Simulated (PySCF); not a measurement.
Bonds (- single, = double, # triple, : aromatic): F1-C2 1.326 Å, C2-F3 1.326 Å, C2-Cl4 1.763 Å, C2-C5 1.565 Å, C5-Cl6 1.771 Å, C5-Cl7 1.763 Å, C5-Cl8 1.762 Å.

Equivalent nuclei averaged, non-relativistic, one computed conformer, no solvent model. GIAO PBE0/pcSseg-1 shieldings; geometry from PBE0-D3(BJ)/def2-SVP; PySCF.

References, each an isolated molecule treated in the same way: TMS for $^{13}$C (σ = 184.41 ppm); CFCl3 for $^{19}$F (σ = 177.25 ppm); HCl for $^{35}$Cl (σ = 943.27 ppm).

| atoms | nucleus | count | δ (ppm) |
| --- | --- | --- | --- |
| C5 | $^{13}$C | 1 | 119.7 |
| F1/F3 | $^{19}$F | 2 | -72.5 |
| Cl4 | $^{35}$Cl | 1 | ? |
| Cl6/Cl7/Cl8 | $^{35}$Cl | 3 | ? |
| C2 | $^{13}$C | 1 | 134.9 |

Estimate the values marked ?.

Results:


- Cl6/Cl7/Cl8: 434 ppm, chlorine bonded to C
- Cl4: 318 ppm, chlorine bonded to C

Carbons that carry Cl, above all several Cl atoms, come out too deshielded, partly because spin–orbit coupling is missing. Shifts are as computed. Against solution values, carbons near 30 ppm lie about +2 ppm off and those near 130 ppm about +4 ppm. Of 246 compounds with measured shifts, 49 miss one by over three times the rms of a fit or turn the order of signals round; such compounds aren't used in these exercises. Unscaled 19F shifts against computed CFCl3 carry errors that often reach 10 to 50 ppm.
